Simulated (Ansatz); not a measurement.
A made-up structure of CH$_{3}$OSe (charge -1), closed shell:

```tsv
atom	x (Å)	y (Å)	z (Å)
C1	-0.2962	0.1771	-0.1720
O2	0.0223	-1.0246	0.0674
Se3	1.4647	-0.6912	0.8405
H4	-1.1466	-0.1035	-0.6232
H5	0.4379	0.7759	-0.8953
H6	-0.4821	0.8663	0.7825
```

It is relaxed with PBE-D4/def2-SVPD and then PBE0-D4/def2-TZVPD (Ansatz 0.2.0). Atoms count as bonded within 1.22 times the sum of their covalent radii (H–H: 0.88 Å). The end point is not checked to be a true minimum.

Q: Does its bonding change? (Judge from chemistry; the calculation decides.)

A: By the calculation: Yes. Formed: none; broken: C1–Se3.

Where it ends: The first stage lowers the energy by 2.80 eV in 6 steps. It ends as CH₃OSe ([CH3][O][Se]), total charge -1:
| atom | x (Å) | y (Å) | z (Å) |
| --- | --- | --- | --- |
| C1 | -0.3660 | 0.2178 | -0.2124 |
| O2 | 0.1433 | -1.0215 | 0.1336 |
| Se3 | 1.7885 | -0.8940 | 1.0289 |
| H4 | -1.3263 | 0.0605 | -0.7306 |
| H5 | 0.3062 | 0.7767 | -0.8865 |
| H6 | -0.5457 | 0.8604 | 0.6670 |

Labels in which every atom is bracketed show which atoms are joined, not bond orders.

For scale, one of the runs: PBE0-D4/def2-TZVPD relaxation, 161 basis functions, launched by `ansatz run in.yaml --threads 2 --pin off --events-out ev --progress --plain --max-ram 4352MiB`. The run took about 18 s on 2 CPU threads of an Arm Neoverse V2 (shared host).
